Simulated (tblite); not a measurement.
Question: What does the GFN2-xTB structure of `N#C/C=C/C=C/C=C/C=C` look like in three dimensions?

Answer: 
```xyz
19
C9H9N angstrom
C     -4.6079   -0.0974    0.3751
C     -3.4220   -0.5709   -0.0084
C     -2.1763    0.0768    0.2874
C     -0.9735   -0.3988   -0.0971
C      0.2621    0.2456    0.1982
C      1.4694   -0.2279   -0.1851
C      2.6985    0.4267    0.1171
C      3.9064   -0.0397   -0.2619
C      5.0998    0.6233    0.0474
N      6.0835    1.1619    0.2974
H     -4.6928    0.8162    0.9404
H     -5.5280   -0.6030    0.1395
H     -3.3647   -1.4911   -0.5758
H     -2.2295    0.9980    0.8536
H     -0.9232   -1.3206   -0.6630
H      0.2116    1.1674    0.7644
H      1.5258   -1.1490   -0.7518
H      2.6432    1.3483    0.6834
H      4.0079   -0.9565   -0.8285
```

Any rigid rotation of these coordinates is as good. Atoms count from 1 in this order. Of the pairs four or more bonds apart, H16···H18 is among the closest relative to their van der Waals radii: 2.44 Å, 102 % of the sum of Bondi's values. The C–C distances run from 1.333 Å (C1=C2, drawn double) to 1.435 Å (C2–C3, drawn single), a spread of 0.102 Å. The 10 heavy atoms lie in one plane (0.000 Å rms).

Bonds between heavy atoms (Å): C1=C2 1.333, C2–C3 1.435, C3=C4 1.349, C4–C5 1.425, C5=C6 1.352, C6–C7 1.425, C7=C8 1.349, C8–C9 1.400, C9≡N10 1.149.

Computed geometry: GFN2-xTB, gas phase.

Point group: Cs (every atom within 0.08 Å of its image). Its GFN2-xTB frequencies are all real (lowest 43 cm⁻¹). The numbers are those of one conformer (C1–C2–C3–C4 180°, C3–C4–C5–C6 180°, C5–C6–C7–C8 180°).

Time: 0.51 s. Hardware: one thread, Arm Neoverse V1 (aarch64), shared host with 32 logical CPUs at a one-minute load of 17. These figures are those of the optimisation.
